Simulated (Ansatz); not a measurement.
Worked example: SiH3Br + C4H9Cl → SiH3Cl + C4H9Br

Species: SiH3Br `[SiH3]Br`, singlet; C4H9Cl (1-chlorobutane) `CCCCCl`, singlet; SiH3Cl `[SiH3]Cl`, singlet; C4H9Br (1-bromobutane) `CCCCBr`, singlet. The partners trade Br for Cl: Si–Br and C–Cl bonds give way to Si–Cl and C–Br.

Shapes, held fixed at every level: PBE0-D4/def2-TZVP. Flexible molecules stand in one conformer, not always the lowest. Programs: Ansatz 0.2.0. The zero-point and thermal change to 298 K, harmonic and unscaled (PBE0-D4/def2-TZVP), is -0.3 kJ/mol.

At CCSD(T)/def2-TZVPP; 1 Eh = 2625.50 kJ/mol:

```
species   energy (Eh)
 SiH3Br  -2863.596019
 C4H9Cl   -617.284943
 SiH3Cl   -750.619512
 C4H9Br  -2730.266627
```

Q: Work out ΔH(298 K) of the reaction at this level.

A: 
1. Products less reactants: (-750.619512) + (-2730.266627) − [(-2863.596019) + (-617.284943)] = -0.005177 Eh = -13.6 kJ/mol.
2. With the thermal change: -13.6 + (-0.3) = -13.9 kJ/mol.

Other levels give -12.2 (B2PLYP/def2-TZVPP) to -8.8 kJ/mol (HF/def2-TZVPP). No measured value is set beside it here. Relativity is left out for Br. Outer-core shells of Br are correlated in most correlated rows, in sets that cover them unevenly.
